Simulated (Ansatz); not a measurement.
Reaction (ligand exchange at a B–O bond): `NB(Br)O[SiH3]` + NH₃ → `NB(N)Br` + `O[SiH3]`

Isolated molecules relaxed with PBE0-D4/def2-TZVP in Ansatz; ΔE leaves out vibrations. CBS: MP2 limit from def2 TZ/QZ plus the TZ coupled-cluster correction, frozen cores. This one scheme is used for every species. Functionals use def2-TZVPP. B3LYP here is the variant with VWN-RPA as its local correlation; programs differ in this. For Br outer-core shells are correlated without core-valence functions, which leaves a few kJ/mol of doubt a bond. Scalar relativity is left out up to krypton. One conformer a species, not always the lowest.

```
             level  ΔE (kJ/mol)  difference from CCSD(T)/CBS
         revPBE-D4         29.7                         -4.7
           PBE0-D4         29.8                         -4.6
          B3LYP-D4         34.2                         -0.2
      CAM-B3LYP-D4         32.2                         -2.2
          PBE-QIDH         29.9                         -4.5
             B3LYP         28.4                         -6.0
           r2SCANh         31.3                         -3.1
           r2SCAN0         30.8                         -3.6
           LC-ωPBE         24.8                         -9.6
       HF/def2-SVP         36.8                          2.4
  CCSD(T)/def2-SVP         41.0                          6.6
SCS-MP2/def2-TZVPP         33.8                         -0.6
   CCSD/def2-TZVPP         34.1                         -0.3
CCSD(T)/def2-TZVPP         35.0                          0.6
    MP2/def2-QZVPP         32.9                         -1.5
     MP2/CBS(def2)         32.5                         -1.9
       CCSD(T)/CBS         34.4                            0
```

(1) What do rigid-rotor, harmonic-oscillator terms from PBE0-D4/def2-TZVP frequencies (298.15 K, 1 bar) make of the CCSD(T)/CBS value? (Estimate.)

Largest T1 diagnostic among the species: 0.011.

## Answers

(1) Computed: ΔZPE = +0.4 kJ/mol, ΔH = +32.7 kJ/mol, ΔS = 9 J/(mol·K), ΔG = +30.0 kJ/mol.

Leaving LDA and LC-ωPBE aside and taking each functional with its dispersion term where it has one, the values, not all of them listed here, spread over 7.7 kJ/mol, from PBE-D4 to B97M-V. The D4 term adds +5.8 kJ/mol with B3LYP and +3.4 kJ/mol with PBE0; it sums over pairs of atoms, weighted by their polarisabilities, and B3LYP, whose exchange is more repulsive, gets the larger term.
